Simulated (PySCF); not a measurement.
# Relaxation of singlet SiBr2

Level of theory: PySCF, PBE0, basis Si def2-TZVP, Br def2-TZVP (no relativity, density fitting). A (50,194) grid was used.

A hand-made bent start, of C2v symmetry, held to at least that symmetry:

```xyz
3
charge 0 multiplicity 1, angstrom
Si    0.0000    0.0000   -1.1206
Br    1.8840    0.0000    0.1986
Br   -1.8840    0.0000    0.1986
```

**Question.** What forces act on the atoms at the start (eV/Å)?

**Answer.** 
```
atom     Fx    Fy     Fz
 Si1   0.00  0.00   0.25
 Br2  -0.69  0.00  -0.13
 Br3   0.69  0.00  -0.13
```

**Question.** What does it relax to?

**Answer.** It ends at C2v with Si–Br 2.249 Å (×2); Br–Si–Br 102.0° (after a last refinement on a finer grid). A frequency run shows a minimum. Other isomers or separated fragments may lie lower.

**Question.** How much energy is released, and in how many steps?

**Answer.** 8.4 kJ/mol in 4 steps.

The relaxation took 9.6 s on 4 threads of a shared Arm Neoverse V1 host, with 133 basis functions and 5 gradients; the process peaked at 0.68 GiB. Launch command: `OMP_NUM_THREADS=4 python axn.py task.json out`.
